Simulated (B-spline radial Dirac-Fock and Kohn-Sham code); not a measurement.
Binding energies of Au⁶⁹⁺ at several levels of theory

System: the Au⁶⁹⁺ ion, configuration [He] 2s2 2p6.

The density-functional columns are spherical, spin-unpolarised Dirac-Kohn-Sham results without Breit or QED terms: −ε is minus the orbital energy of the initial state and ΔSCF the difference of two total energies. The reference in the last column comes from ΔSCF Dirac-Fock with Breit, self-energy and vacuum polarisation, finite nucleus, configuration average. All numbers are from a radial B-spline solver, in eV; a selection of levels is shown. The Kohn-Sham columns are given as differences from the reference. For the 1s level of heavy atoms much of the gap between ΔSCF and the reference is the Breit and QED part, -423.7 eV here; for other levels the error of the functional can be larger.

```
     level  LDA −ε − DF  LDA ΔSCF − DF  Dirac-Fock
    K (1s)       -248.7         +426.4     87261.5
   L1 (2s)       -186.8          -18.6     20455.8
L2 (2p1/2)       -128.6          +77.2     19923.9
L3 (2p3/2)       -147.4          +32.5     18041.5
```

For the outermost level NIST gives 18040 ± 50 eV (theoretical); the differences from it are LDA −ε -145.87, LDA ΔSCF +34.07, Dirac-Fock +1.52 eV.

Values without a named source are computed, but for edge energies of neutral atoms, which are taken from tables.
